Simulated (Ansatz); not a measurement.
A nudged elastic band was laid between two geometries of F2GeH2 (5 atoms, charge 0, multiplicity 1).

All numbers below come from RKS B3LYP/def2-SVPD in Ansatz 0.2.0.

```json
{"movable images": "3", "climbing image": "no", "spring": "5.0 eV/Å²", "optimiser": "quadratic models (default)", "start path": "through a guess of the saddle point", "force threshold": "0.03 eV/Å", "iteration limit": "60", "end points": "relaxed"}
```

First end point:

```xyz
5
Properties=species:S:1:pos:R:3
Ge 0.332 0.000 0.235
H 0.183 0.000 1.756
H 1.717 0.000 -0.412
F -0.539 1.389 -0.381
F -0.539 -1.389 -0.381
```

Last end point:

```xyz
5
Properties=species:S:1:pos:R:3
Ge -0.167 0.031 -1.171
H 1.310 0.067 1.499
H 1.970 -0.059 1.142
F -1.001 1.314 -0.268
F -0.959 -1.353 -0.386
```

Task: Which bonds break or form, and what moves?

Result: Bonds broken: Ge1–H2, Ge1–H3. Bonds formed: H2–H3. F2GeH2 becomes F2Ge + H2.

Task: Give the energies along the band, and the barrier.

Result: The run converged. The highest image is number 2 of 0 to 4, 272.5 kJ/mol above the first end and 241.6 kJ/mol above the last; the last end lies 30.9 kJ/mol above the first. Neighbouring images differ by up to 2.4 eV, so the band resolves the path poorly. No image climbed, so the highest image needn't sit at the top of the path. So few images can step over the top or miss a turn of the path. The orbitals stay closed-shell, which can raise the energy where a bond breaks towards radicals; this wasn't checked here.

```tsv
image	path coordinate (Å)	energy (kJ/mol)	Ge1–H2 (Å)	Ge1–H3 (Å)	H2–H3 (Å)
0	0.00	0.0	1.53	1.53	2.66
1	0.72	129.2	1.54	1.49	1.88
2	1.45	272.5	1.91	1.56	1.18
3	2.17	38.7	2.51	2.36	0.77
4	2.90	30.9	3.05	3.15	0.76
```

Task: What is the geometry of the highest image?

Result: 
```xyz
5
Properties=species:S:1:pos:R:3
Ge 0.306 0.000 -0.478
H 0.740 -0.002 1.386
H 1.521 0.001 0.501
F -0.706 1.436 -0.297
F -0.708 -1.436 -0.296
```

Time of the run: 2 min on 2 threads of Intel(R) Xeon(R) Platinum 8259CL CPU @ 2.50GHz (Skylake/Cascade Lake), on a shared host, peak memory 0.23 GiB.
